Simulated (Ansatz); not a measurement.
Relaxation of the cluster Ca₂Se₃ with RKS PBE-D4/def2-SVP.

```sh
$ ansatz run in.yaml --threads 4 --pin off --events-out ev --progress --plain --max-ram 4787MiB
```

```yaml
crystal:
  periodic: [false, false, false]
  atoms:
    - {symbol: Ca, position_ang: [-1.920980, 0.418450, 0.009400]}
    - {symbol: Ca, position_ang: [1.757820, 0.876870, 0.068370]}
    - {symbol: Se, position_ang: [1.416070, -1.745840, -0.069550]}
    - {symbol: Se, position_ang: [-0.941530, -2.039640, -0.104090]}
    - {symbol: Se, position_ang: [-0.311380, 2.490160, 0.095880]}
basis:
  gaussian: {orbitals: def2-SVP}
hamiltonian: {xc: pbe, dispersion: d4}
scf: {lower_state_search: "off"}
output: {orbitals: {seedname: orbitals}}
relax: {f_tol: 0.02, max_steps: 100}
```

It took 31 s on 4 threads of AMD EPYC 7B13 on a shared host.

Positions (Å) and forces (eV/Å) at steps 1, 2, 3, 4, 7, 10, 11, 12, 13, 14, 15, 16, 17, 18, 19, 21 of 21:

```xyz
5
step=1 energy=-232861.2654 eV
Ca   -1.921    0.418    0.009   -0.266    0.162   -0.002
Ca    1.758    0.877    0.068    0.225    0.219    0.007
Se    1.416   -1.746   -0.070    0.454   -0.248   -0.006
Se   -0.942   -2.040   -0.104   -0.379   -0.351   -0.016
Se   -0.311    2.490    0.096   -0.033    0.219    0.017
5
step=2 energy=-232861.2607 eV rejected
Ca   -2.010    0.443    0.003    0.431   -0.121   -0.006
Ca    1.839    0.923    0.065   -0.393   -0.222   -0.019
Se    1.447   -1.787   -0.069    0.024    0.279    0.014
Se   -0.961   -2.087   -0.103   -0.091    0.263    0.013
Se   -0.314    2.508    0.104    0.029   -0.200   -0.003
5
step=3 energy=-232861.2947 eV
Ca   -1.946    0.433    0.005    0.030   -0.015   -0.006
Ca    1.779    0.897    0.065   -0.026   -0.022   -0.006
Se    1.439   -1.774   -0.069    0.091    0.033    0.004
Se   -0.957   -2.073   -0.103   -0.096    0.009    0.003
Se   -0.315    2.516    0.102    0.001   -0.005    0.006
5
step=4 energy=-232861.2951 eV
Ca   -1.941    0.434   -0.014    0.003    0.004    0.007
Ca    1.775    0.896    0.051   -0.004    0.003    0.011
Se    1.444   -1.774   -0.066   -0.005   -0.004   -0.007
Se   -0.962   -2.073   -0.093    0.006   -0.002   -0.001
Se   -0.316    2.518    0.122    0.000   -0.001   -0.010
5
step=7 energy=-232861.2954 eV
Ca   -1.942    0.434   -0.007    0.001    0.002   -0.005
Ca    1.774    0.895    0.067   -0.002    0.000    0.004
Se    1.445   -1.774   -0.078   -0.004   -0.003   -0.007
Se   -0.962   -2.073   -0.091    0.006   -0.001    0.007
Se   -0.316    2.518    0.108   -0.001    0.002    0.001
5
step=10 energy=-232861.3359 eV
Ca   -1.981    0.462   -0.115    0.040    0.018   -0.077
Ca    1.729    0.837    0.219   -0.086   -0.095    0.056
Se    1.490   -1.802   -0.291   -0.152   -0.007   -0.080
Se   -0.913   -2.003    0.106    0.218    0.049    0.093
Se   -0.325    2.506    0.081   -0.020    0.035    0.007
5
step=11 energy=-232861.4235 eV
Ca   -2.037    0.500   -0.160    0.116    0.079   -0.094
Ca    1.637    0.738    0.319   -0.248   -0.261    0.056
Se    1.557   -1.864   -0.429   -0.265    0.051   -0.058
Se   -0.815   -1.870    0.220    0.444    0.053    0.101
Se   -0.341    2.496    0.049   -0.047    0.078   -0.006
5
step=12 energy=-232861.5610 eV
Ca   -2.058    0.520   -0.207    0.152    0.128   -0.121
Ca    1.536    0.639    0.417   -0.358   -0.334    0.029
Se    1.581   -1.896   -0.562   -0.314    0.113   -0.020
Se   -0.708   -1.754    0.334    0.558   -0.001    0.117
Se   -0.351    2.492    0.017   -0.039    0.093   -0.006
5
step=13 energy=-232861.6989 eV
Ca   -2.013    0.507   -0.277    0.090    0.096   -0.182
Ca    1.457    0.576    0.528   -0.291   -0.335   -0.043
Se    1.535   -1.867   -0.709   -0.411    0.220    0.104
Se   -0.634   -1.716    0.477    0.598   -0.012    0.085
Se   -0.345    2.499   -0.020    0.014    0.030    0.036
5
step=14 energy=-232861.8397 eV
Ca   -1.953    0.487   -0.399    0.189   -0.038   -0.146
Ca    1.376    0.501    0.595    0.044    0.002    0.047
Se    1.446   -1.822   -0.825   -0.328    0.137    0.008
Se   -0.530   -1.668    0.633    0.150   -0.070    0.073
Se   -0.339    2.501   -0.004   -0.056   -0.031    0.017
5
step=15 energy=-232861.9656 eV
Ca   -1.852    0.413   -0.503    0.252   -0.117   -0.196
Ca    1.382    0.497    0.667    0.050    0.068    0.017
Se    1.300   -1.725   -0.922   -0.403    0.170    0.033
Se   -0.499   -1.656    0.761    0.115   -0.157    0.097
Se   -0.331    2.471   -0.003   -0.014    0.035    0.048
5
step=16 energy=-232862.1398 eV
Ca   -1.733    0.344   -0.606    0.428   -0.289   -0.160
Ca    1.387    0.501    0.716   -0.036    0.118    0.030
Se    1.145   -1.630   -0.993   -0.524    0.189    0.033
Se   -0.471   -1.676    0.876    0.101   -0.022    0.022
Se   -0.329    2.462    0.007    0.031    0.004    0.075
5
step=17 energy=-232862.3508 eV
Ca   -1.598    0.264   -0.690    0.369   -0.296   -0.203
Ca    1.389    0.510    0.756   -0.060    0.168    0.080
Se    0.982   -1.537   -1.045   -0.530    0.138   -0.003
Se   -0.446   -1.684    0.963    0.139   -0.021    0.032
Se   -0.328    2.447    0.017    0.082    0.010    0.093
5
step=18 energy=-232862.4798 eV
Ca   -1.461    0.179   -0.782   -0.139    0.108   -0.066
Ca    1.380    0.539    0.799   -0.017    0.022    0.078
Se    0.807   -1.466   -1.097   -0.010   -0.125    0.043
Se   -0.408   -1.692    1.040    0.149    0.030   -0.065
Se   -0.318    2.439    0.039    0.017   -0.035    0.010
5
step=19 energy=-232862.4853 eV
Ca   -1.471    0.192   -0.798   -0.005   -0.004   -0.003
Ca    1.376    0.538    0.811    0.002   -0.007    0.003
Se    0.803   -1.484   -1.101   -0.016    0.000    0.030
Se   -0.387   -1.679    1.042    0.019    0.004   -0.029
Se   -0.321    2.434    0.046    0.000    0.006   -0.001
5
step=21 energy=-232862.4854 eV
Ca   -1.472    0.192   -0.799    0.000    0.000    0.000
Ca    1.376    0.537    0.812    0.000    0.000    0.000
Se    0.802   -1.483   -1.099    0.000    0.000    0.000
Se   -0.385   -1.680    1.041    0.000    0.000    0.000
Se   -0.321    2.434    0.045    0.000    0.000    0.000
```

The structure comes from a short search, and lower isomers may exist.
